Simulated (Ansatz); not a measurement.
Z-matrix (Å, degrees):
```
Sn
Cl 1 2.3090
Cl 1 2.3090 2 109.47
Cl 1 2.3090 2 109.47 3 -120.00
Cl 1 2.3090 2 109.47 3 120.00
```
Charge 0, spin multiplicity 1.

Method: frozen-core CCSD(T)/def2-TZVPP // B3LYP-D3(BJ)/def2-TZVP (Ansatz, a quantum-chemistry and plane-wave program).

| Item | Result |
|---|---|
| HF energy | -2051.59532 Ha |
| MP2 correlation energy | -1.05509 Ha |

**Question.** Estimate the CCSD correlation energy, the (T) correction, the total energy and the T1 diagnostic.

**Answer.** 
```
Property                          Value
-----------------------  --------------
CCSD correlation energy     -1.10452 Ha
(T) correction              -0.04598 Ha
CCSD(T) total energy     -2052.74583 Ha
T1 diagnostic                     0.011
```
